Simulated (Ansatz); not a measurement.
Consider the cleavage of the Si–Al bond: `O[SiH2][AlH][SiH3]` + `OB(O)Cl` → `OB(Cl)O[SiH3]` + `O[SiH2][AlH2]`.

Gas-phase electronic energies from Ansatz, PBE0-D4/def2-TZVP geometries. CCSD(T)/CBS is the MP2 limit (def2-TZVPP, def2-QZVPP) plus CCSD(T) − MP2 in def2-TZVPP, frozen cores. DFT in def2-TZVPP. B3LYP here is the variant with VWN-RPA as its local correlation; programs differ in this. Each species was taken in one conformer, which may not be the lowest.

Question: Is it downhill or uphill in electronic energy at CCSD(T)/CBS, and by how much? (An estimate is asked.)

Answer: Computed: Downhill: ΔE = -19.4 kcal/mol.

Question: What do these levels give: r2SCAN-D4, PBE0, B3LYP, MP2/def2-TZVPP, SCS-MP2/def2-TZVPP, MP2/CBS(def2)? (An estimate is asked.)

Answer: The calculation gave: r2SCAN-D4 -17.1, PBE0 -14.4, B3LYP -19.3, MP2/def2-TZVPP -21.3, SCS-MP2/def2-TZVPP -22.5, MP2/CBS(def2) -21.6 kcal/mol.

Largest T1 diagnostic among the species: 0.013.

In def2-TZVPP, CCSD(T) changes the Hartree–Fock value by +6.9 kcal/mol (the triples alone add +0.9 kcal/mol) and MP2 by +4.7 kcal/mol. From PBE to PBE0 (25 % exact exchange), in def2-TZVPP and without D4, ΔE moves by −2.2 kcal/mol.
